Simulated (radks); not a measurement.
Q: The gold ion Au+, [Xe] 4f14 5d10. Method: non-relativistic Kohn-Sham, PBE, spin-polarised, spherical densities, point nucleus; computed with a radial shooting solver on a logarithmic mesh with Libxc functionals. Every spin shell is full or empty, so the densities are truly spherical. Functionals are evaluated on that one density, not self-consistently. Rank these orbital-free kinetic functionals by their error against the exact value of the orbitals, and give that value: Thomas-Fermi, von Weizsacker, TF + vW, TF + vW/9, TF + vW/5, LC94, Perdew 92, Pearson, LKT, PG1, DePristo-Kress, Ernzerhof.

A: Exact: 17864.5 hartree. From best to worst, with 100 (|E| - |E exact|)/|E exact| (equal figures are ties): LC94 +0.01, DePristo-Kress -0.21, Ernzerhof -0.48, Perdew 92 -0.69, TF + vW/9 -0.69, Pearson -0.85, TF + vW/5 +2.47, Thomas-Fermi -4.65, PG1 +12.46, LKT +15.98, TF + vW +30.91, von Weizsacker -64.44.
